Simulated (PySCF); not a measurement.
# AsO⁻: energy against distance

Set-up: PySCF, spin-free X2C with a Gaussian nucleus, basis sets As aug-cc-pVDZ-DK, O aug-cc-pVDZ-DK. Energies in eV from As + O⁻ in their ground configurations at the same level. State: ³Σ⁻ (triplet), unpaired electrons π ↑↑.

| R (Å) | LDA |
| --- | --- |
| 1.471 | -4.459 |
| 1.539 | -5.258 |
| 1.607 | -5.697 |
| 1.659 | -5.854 |
| 1.710 | -5.902 |
| 1.761 | -5.867 |
| 1.830 | -5.725 |
| 1.915 | -5.444 |
| 2.018 | -5.017 |
| 2.155 | -4.385 |

**Question.** Put a parabola through the three lowest points of the LDA curve and estimate Re, k and ωe (reduced mass 13.18 u; 1 eV/Å² = 0.16022 mdyn/Å; ωe = 1302.8·√(k/μ) cm⁻¹).

**Answer.** Through R = 1.659, 1.71, 1.761 Å the second-order coefficient is 16.0 eV/Å², so Re ≈ 1.714 Å, k ≈ 5.11 mdyn/Å and ωe ≈ 811 cm⁻¹. A polynomial fit of higher order to the unrounded LDA energies gives Re = 1.712 Å, k = 5.00 mdyn/Å, ωe = 802 cm⁻¹; anharmonicity and rounding make the difference.

The higher-order fit for each curve: LDA: Re = 1.712 Å, ωe = 802 cm⁻¹, De = 5.90 eV.

Spin–orbit coupling is left out. For an ion De counts to the pair picked by the measured ionisation energies or electron affinities, which need not be the lowest pair at this level. The highest Kohn–Sham level is positive in this anion. Much of that is self-interaction error, but it also means that the finite basis helps to hold the extra electron. The state is the lowest determinant that a PBE0 search found; another state may lie lower at other levels.
